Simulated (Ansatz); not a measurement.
`[F][Al-]1([F])[F+][Al-]([F])([F])[F+]1`, charge 0, multiplicity 1.

Question: Give a relaxed structure at PBE0-D4/def2-TZVP (Ansatz). (An estimate is asked.)

Answer: Ansatz gave: 
Cartesian coordinates in Å:
```
F -2.4415 0.4583 -0.6649
Al -0.9309 0.9523 -0.3135
F -0.4608 2.5107 -0.3126
F -0.2905 0.0870 1.1268
Al 0.9309 -0.9523 0.3135
F 2.4416 -0.4585 0.6650
F 0.4606 -2.5107 0.3125
F 0.2906 -0.0869 -1.1268
```
Point group D2h.
